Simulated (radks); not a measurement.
Spherical quantum dot in the effective-mass picture: electrons in a parabolic well V = omega^2 r^2 / 2 with omega = 0.0717, with a point charge +1 (a donor) at the centre, all in effective atomic units (hartree* = m*/eps^2 hartree, bohr* = eps/m* bohr), one dielectric constant everywhere. Calculated with a radial shooting solver with Libxc functionals: non-relativistic Kohn-Sham, LDA (Slater exchange, Perdew-Wang correlation), spin-polarised, spherical densities. Levels are named by radial order and angular momentum (1s, 1p, 1d, 2s, ...), and open shells are averaged over m.

N = 26, configuration 1s2 1p6 1d10 2s2 1f(up 6, down 0). This is the lowest configuration that the search found (a dilute case). Occupied levels:

level    occupation  eigenvalue (hartree*)  <r> (bohr*)
1s down           1                 2.0691        2.759
1s up             1                 2.0697        2.861
2s up             1                 2.1055        11.83
1p up             3                 2.1109        12.33
2s down           1                 2.1125        11.61
1p down           3                 2.1181        12.03
1d up             5                 2.1258        13.15
1d down           5                 2.1338        13.03
1f up             6                 2.1447        13.81

Energy (hartree*): total 31.0595, kinetic 1.4012, external 7.5311, Hartree 25.018, exchange-correlation -2.8906.

Electron density:

r (bohr*)  n(r) (e/bohr*^3)
1.15                0.04018
2.44               0.006158
3.72               0.001451
5.01              0.0006541
6.29              0.0006600
7.58              0.0008965
8.86               0.001193
10.2               0.001460
11.4               0.001617
12.7               0.001592
14.0               0.001335
15.3              0.0009105
16.6              0.0004786
17.9              0.0001894
19.1             0.00005491
20.4             0.00001186
21.7              1.872e-06
23.0              2.235e-07
24.3              1.973e-08
25.6              1.330e-09
